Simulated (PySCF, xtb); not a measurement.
C3H6AlCl, SMILES [CH]([Al]([CH3])[Cl])=C. The values are those of a single conformer.

Harmonic wavenumbers (cm⁻¹) from GFN2-xTB in xtb at its own minimum, in rising order: 28, 78, 87, 123, 182, 230, 384, 456, 557, 572, 643, 674, 923, 970, 1035, 1236, 1298, 1409, 1445, 1453, 1620, 2903, 2920, 2932, 2973, 3029, 3068.

Q: What does B3LYP-D3(BJ)/def2-SVP (PySCF 2.14.0) give at its own minimum? (Estimate from the structure and the level; the computed values follow.)

A: 40, 70, 115, 161, 190, 279, 451, 471, 611, 646, 705, 717, 996, 1000, 1061, 1221, 1267, 1419, 1426, 1427, 1641, 3020, 3093, 3101, 3117, 3118, 3177. Paired by order, the mean absolute difference is 56 cm⁻¹ and the zero-point energies are 47.5 and 49.4 kcal/mol.
